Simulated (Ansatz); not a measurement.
`BNC[CH2][AlH2]`, relaxed with RKS PBE0-D4/def2-TZVP in Ansatz 0.2.0 from a PBE-D4/def2-SVP geometry. The force threshold is 0.005 eV/Å; the program also tests the step.

Charge 0, multiplicity 1.

Start:

```xyz
14

B    -1.728    0.552   -0.673
N    -0.780   -0.458   -0.361
C    -0.151   -0.718    0.971
C     1.349   -0.391    0.864
Al    1.150    0.774   -0.757
H    -2.068    1.320    0.203
H    -2.146    0.610   -1.811
H    -0.604   -1.199   -1.051
H    -0.386   -1.761    1.278
H    -0.660   -0.043    1.687
H     1.953   -1.298    0.650
H     1.746    0.067    1.791
H     0.686    2.304   -0.598
H     1.639    0.240   -2.192
```

```tsv
step	energy (eV)	largest force (eV/Å)	largest move (Å)
1	-10977.7382	0.598	0.000
2	-10977.7856	0.154	0.027
3	-10977.7891	0.181	0.023
4	-10977.7910	0.025	0.014
5	-10977.7911	0.012	0.003
6	-10977.7912	0.007	0.003
7	-10977.7912	0.002	0.002
```

End:

```xyz
14

B    -1.728    0.542   -0.664
N    -0.756   -0.435   -0.371
C    -0.147   -0.698    0.958
C     1.348   -0.394    0.860
Al    1.139    0.752   -0.746
H    -2.073    1.281    0.206
H    -2.150    0.600   -1.779
H    -0.581   -1.166   -1.050
H    -0.390   -1.722    1.260
H    -0.642   -0.022    1.656
H     1.928   -1.297    0.654
H     1.736    0.054    1.775
H     0.680    2.271   -0.588
H     1.636    0.234   -2.170
```

Run time 30 s (4 threads of an Arm Neoverse V1 on a shared host); peak host memory 0.59 GiB.
